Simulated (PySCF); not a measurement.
A structure optimised at PBE0-D3(BJ)/def2-SVP, used in a PySCF frequency run:

```
O
C 1 1.4045
H 2 1.1076 1 110.19
H 2 1.1086 3 106.52 1 -120.11
C 2 1.5111 3 109.78 4 -118.96
H 5 1.1001 2 110.32 3 -62.51
H 5 1.1003 6 107.99 2 120.82
H 5 1.1005 6 108.56 7 117.50
Si 1 1.6656 2 125.20 3 -74.99
O 9 1.6565 1 107.22 2 -165.42
H 10 0.9615 9 116.01 1 50.59
H 9 1.4997 10 111.81 11 -66.33
C 9 1.8562 12 111.42 1 -123.28
H 13 1.1008 9 111.00 12 -61.63
H 13 1.1008 14 108.27 9 121.00
H 13 1.1012 14 108.04 15 117.15
```
Charge 0, spin multiplicity 1.

### Question
Write its SMILES and formula.

### Answer
CCO[Si@@H](C)O, C3H10O2Si

### Question
What are its rotational constants (standard atomic weights)?

### Answer
5.3082, 1.5018, 1.2662 GHz
